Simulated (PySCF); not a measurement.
# GaO: one state, many levels of theory

State: ²Σ⁺ (doublet), unpaired electrons σ ↑. Set-up: PySCF, no relativity, basis sets Ga pcseg-1, O pcseg-1. De refers to Ga + O in their high-spin ground configurations, without counterpoise correction. The functionals are run spin-unrestricted. A positive dipole means Ga(−)O(+). Levels whose curve was spin-contaminated or gave no clean fit are not listed.

```tsv
Level	Re (Å)	ωe (cm⁻¹)	De (eV)	μ (D)	CPU s a point (SCF and correlation, without the integrals)
ROHF	1.837	595	1.54	-3.28	0.16
ROHF-CCSD	1.744	695	3.47	n/a	n/a
ROHF-CCSD(T)	1.744	721	3.67	n/a	2.8
LDA	1.700	787	5.55	-3.60	0.34
PBE	1.733	729	4.65	-3.62	0.63
BLYP	1.750	699	4.50	-3.52	0.43
r²SCAN	1.718	744	4.36	-3.76	0.84
PBE0	1.729	707	3.99	-3.85	0.82
M06-2X	1.729	740	3.91	-4.21	0.9
LC-ωPBE	1.708	714	3.98	-4.05	0.81
```

Problem. Which functional lies closest to ROHF-CCSD(T) in De, which farthest, and by how much do they differ from it?

Solution. Closest is M06-2X (-1.5 pm in Re, +2.6 % in ωe, +0.24 eV in De against ROHF-CCSD(T) in the same basis), farthest LDA (-4.4 pm in Re, +9.2 % in ωe, +1.88 eV in De). CCSD(T) converges more slowly with the basis than the functionals do and binds too weakly in this one, so the order can change at the basis-set limit.

Problem. What does a quarter of exact exchange do here, going from PBE to PBE0?

Solution. PBE0 less PBE: -0.4 pm in Re, -3.0 % in ωe, -0.66 eV in De. Exact exchange removes part of the self-interaction that spreads semilocal densities, and in most molecules shortens and stiffens the bond and lowers De; here ωe goes the other way.

Problem. What does the triples do here, going from ROHF-CCSD to ROHF-CCSD(T)?

Solution. ROHF-CCSD(T) less ROHF-CCSD: +0.0 pm in Re, +3.7 % in ωe, +0.20 eV in De. Correlation nearly always deepens the well. The bond length hardly moves.

Correlated steps freeze 10 core orbitals. Correlated levels converge slowly with the basis: in double zeta they bind strong bonds too weakly, by up to about 1 eV, and carry superposition errors of some tenths. Spin–orbit coupling is left out. The CCSD T1 diagnostic is raised, a sign that a single reference may not be enough here. The state was picked by a PBE0 search and need not be the measured ground state.

The whole job (state search and all levels along the bond) took about 1.8 min on 1 thread of Arm Neoverse V1 (shared host), peak memory 0.47 GiB.
